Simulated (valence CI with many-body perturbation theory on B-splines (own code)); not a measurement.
## E1 line list for K¹¹⁺

Computed by valence CI with perturbative core correlation (CI+MBPT): six valence electrons over a frozen Dirac-Fock core [He], radial functions for each j: 9 s, 9 p, 8 d, 6 f, 3 g, 1 h, with the one-electron correlation potential Σ1 (screened to all orders), the two-electron term Σ2, the three-electron term Σ3, Breit, model QED; selected single and double excitations, second order for the rest, scaled by the run's own slope (own B-spline code, finite nucleus).

No measured levels were compared; by estimate levels of excited configurations hold to 0.05 to 0.15 % of their energy, terms of the ground configuration to about 0.5 %. Among the levels kept, up to 3300 cm⁻¹ of a level comes from second order outside the variational space, and about a tenth of that is noise between levels of different J, which matters for small intervals.

Lines 1 to 50 of 195 in falling wavelength, among levels below 3327.4 × 10³ cm⁻¹, chosen from the strongest by gf and those to the six lowest levels. Wavelengths and rates use the calculated energies, so an error of 2000 cm⁻¹ moves a line at 1433 Å by 2.9 % and its rate by three times that or more. Electric multipoles are in the length gauge, E1 and E2 with the static RPA response of the core. Weak lines are less certain than strong ones. Lines between different terms over intervals too small for the method are left out, as are lines whose strength nearly cancels. Where a level lies close to another of its J and parity, the split of strength between their lines is uncertain. The highest levels of a list are the least certain.

Names give the largest LS component (configuration and term), which can be under half, so a name can repeat, a term be missing and a line seem to break the LS rules; names also repeat where a configuration has a term twice. Letters in brackets count levels of one name in rising energy.

| λ vac (Å) | Upper | Lower | A (s⁻¹) | S (a.u.) with core polarisation | S without |
| --- | --- | --- | --- | --- | --- |
| 1433 | 2s²2p³3p ³P_2 [a] | 2s²2p³3s ³D°_3 | 1.27e+07 | 9.24e-02 | 9.24e-02 |
| 902.3 | 2s²2p³3p ¹P_1 [a] | 2s²2p³3s ¹D°_2 | 2.18e+08 | 2.37e-01 | 2.37e-01 |
| 899.6 | 2s²2p³3d ³D°_3 | 2s²2p³3p ³F_3 | 1.40e+07 | 3.52e-02 | 3.52e-02 |
| 827.7 | 2s²2p³3d ³D°_3 | 2s²2p³3p ³D_3 [a] | 1.87e+07 | 3.67e-02 | 3.67e-02 |
| 809.8 | 2s²2p³3p ³P_1 [b] | 2s²2p³3s ³P°_2 | 2.16e+08 | 1.70e-01 | 1.70e-01 |
| 797.9 | 2s²2p³3p ³D_1 [a] | 2s²2p³3s ¹D°_2 | 4.41e+08 | 3.32e-01 | 3.32e-01 |
| 772.5 | 2s²2p³3p ³D_2 [b] | 2s²2p³3s ¹P°_1 | 1.35e+08 | 1.53e-01 | 1.53e-01 |
| 769.9 | 2s²2p³3p ¹P_1 [a] | 2s²2p³3s ³D°_2 | 2.59e+08 | 1.75e-01 | 1.75e-01 |
| 766.0 | 2s²2p³3p ¹P_1 [a] | 2s²2p³3s ³D°_1 | 3.36e+08 | 2.24e-01 | 2.24e-01 |
| 741.6 | 2s²2p³3p ³F_3 | 2s²2p³3s ¹D°_2 | 2.21e+07 | 3.12e-02 | 3.12e-02 |
| 734.2 | 2s²2p³3p ³D_2 [a] | 2s²2p³3s ³D°_3 | 2.10e+08 | 2.05e-01 | 2.05e-01 |
| 731.2 | 2s²2p³3p ¹D_2 [a] | 2s²2p³3s ¹P°_1 | 1.75e+08 | 1.69e-01 | 1.69e-01 |
| 716.5 | 2s²2p³3p ³D_2 [a] | 2s²2p³3s ³D°_2 | 1.01e+09 | 9.18e-01 | 9.18e-01 |
| 711.8 | 2s²2p³3p ¹F_3 | 2s²2p³3s ¹D°_2 | 1.37e+09 | 1.71e+00 | 1.71e+00 |
| 709.9 | 2s²2p³3p ³D_3 [a] | 2s²2p³3s ³D°_3 | 1.26e+09 | 1.55e+00 | 1.55e+00 |
| 695.1 | 2s²2p³3p ³S_1 | 2s²2p³3s ³P°_2 | 3.77e+08 | 1.88e-01 | 1.88e-01 |
| 693.8 | 2s²2p³3p ¹P_1 [b] | 2s²2p³3s ¹P°_1 | 1.03e+09 | 5.12e-01 | 5.12e-01 |
| 693.5 | 2s²2p³3p ³D_2 [b] | 2s²2p³3s ³P°_2 | 2.29e+08 | 1.89e-01 | 1.89e-01 |
| 693.3 | 2s²2p³3p ³D_3 [a] | 2s²2p³3s ³D°_2 | 3.76e+07 | 4.33e-02 | 4.33e-02 |
| 692.6 | 2s²2p³3p ³D_1 [a] | 2s²2p³3s ³D°_2 | 8.81e+07 | 4.33e-02 | 4.33e-02 |
| 689.4 | 2s²2p³3p ³D_1 [a] | 2s²2p³3s ³D°_1 | 5.05e+08 | 2.45e-01 | 2.45e-01 |
| 682.0 | 2s²2p³3p ³P_1 [a] | 2s²2p³3s ³S°_1 | 1.37e+09 | 6.43e-01 | 6.43e-01 |
| 675.2 | 2s²2p³3p ⁵P_1 | 2s²2p³3s ⁵S°_2 | 1.54e+09 | 7.02e-01 | 7.03e-01 |
| 674.4 | 2s²2p³3p ³D_1 [b] | 2s²2p³3s ³P°_1 | 9.02e+08 | 4.10e-01 | 4.10e-01 |
| 674.2 | 2s²2p³3p ³P_2 [a] | 2s²2p³3s ³S°_1 | 1.36e+09 | 1.03e+00 | 1.03e+00 |
| 669.2 | 2s²2p³3p ³P_0 [a] | 2s²2p³3s ³S°_1 | 1.46e+09 | 2.15e-01 | 2.15e-01 |
| 668.7 | 2s²2p³3p ⁵P_2 | 2s²2p³3s ⁵S°_2 | 1.57e+09 | 1.16e+00 | 1.16e+00 |
| 667.3 | 2s²2p³3p ³S_1 | 2s²2p³3s ³P°_1 | 2.20e+08 | 9.66e-02 | 9.66e-02 |
| 665.8 | 2s²2p³3p ³D_2 [b] | 2s²2p³3s ³P°_1 | 6.83e+08 | 4.98e-01 | 4.98e-01 |
| 665.5 | 2s²2p³3p ³D_1 [b] | 2s²2p³3s ³P°_0 | 5.77e+08 | 2.52e-01 | 2.52e-01 |
| 664.4 | 2s²2p³3p ³F_3 | 2s²2p³3s ³D°_3 | 2.47e+07 | 2.50e-02 | 2.50e-02 |
| 663.5 | 2s²2p³3p ³F_2 | 2s²2p³3s ³D°_1 | 1.70e+09 | 1.22e+00 | 1.22e+00 |
| 662.3 | 2s²2p³3p ³D_3 [b] | 2s²2p³3s ³P°_2 | 1.66e+09 | 1.66e+00 | 1.66e+00 |
| 658.6 | 2s²2p³3p ³S_1 | 2s²2p³3s ³P°_0 | 5.14e+08 | 2.18e-01 | 2.18e-01 |
| 654.4 | 2s²2p³3p ⁵P_3 | 2s²2p³3s ⁵S°_2 | 1.71e+09 | 1.65e+00 | 1.65e+00 |
| 650.0 | 2s²2p³3p ³F_4 | 2s²2p³3s ³D°_3 | 1.85e+09 | 2.26e+00 | 2.26e+00 |
| 649.8 | 2s²2p³3p ³F_3 | 2s²2p³3s ³D°_2 | 1.76e+09 | 1.67e+00 | 1.67e+00 |
| 635.5 | 2s²2p³3p ³P_2 [c] | 2s²2p³3s ¹P°_1 | 4.66e+08 | 2.95e-01 | 2.95e-01 |
| 635.0 | 2s²2p³3p ¹D_2 [a] | 2s²2p³3s ³P°_1 | 9.26e+08 | 5.85e-01 | 5.85e-01 |
| 633.9 | 2s²2p³3p ³P_1 [c] | 2s²2p³3s ¹P°_1 | 2.66e+08 | 1.00e-01 | 1.00e-01 |
| 626.8 | 2s²2p³3p ¹F_3 | 2s²2p³3s ³D°_2 | 3.44e+07 | 2.93e-02 | 2.93e-02 |
| 599.3 | 2s²2p³3p ¹P_1 [b] | 2s²2p³3s ³P°_0 | 3.32e+08 | 1.06e-01 | 1.06e-01 |
| 594.0 | 2s²2p³3d ³F°_2 | 2s²2p³3p ³F_3 | 4.86e+07 | 2.51e-02 | 2.51e-02 |
| 581.0 | 2s²2p³3p ³P_2 [c] | 2s²2p³3s ³P°_2 | 1.84e+09 | 8.90e-01 | 8.90e-01 |
| 580.8 | 2s²2p³3d ³F°_2 | 2s²2p³3p ³F_2 | 2.89e+08 | 1.40e-01 | 1.40e-01 |
| 579.7 | 2s²2p³3p ³P_1 [c] | 2s²2p³3s ³P°_2 | 1.13e+09 | 3.26e-01 | 3.26e-01 |
| 562.2 | 2s²2p³3d ³F°_2 | 2s²2p³3p ³D_1 [a] | 6.06e+08 | 2.66e-01 | 2.66e-01 |
| 561.8 | 2s²2p³3d ³F°_2 | 2s²2p³3p ³D_3 [a] | 5.60e+07 | 2.45e-02 | 2.45e-02 |
| 561.5 | 2s²2p³3p ³P_2 [c] | 2s²2p³3s ³P°_1 | 1.78e+08 | 7.80e-02 | 7.80e-02 |
| 560.2 | 2s²2p³3p ³P_1 [c] | 2s²2p³3s ³P°_1 | 6.75e+08 | 1.76e-01 | 1.76e-01 |
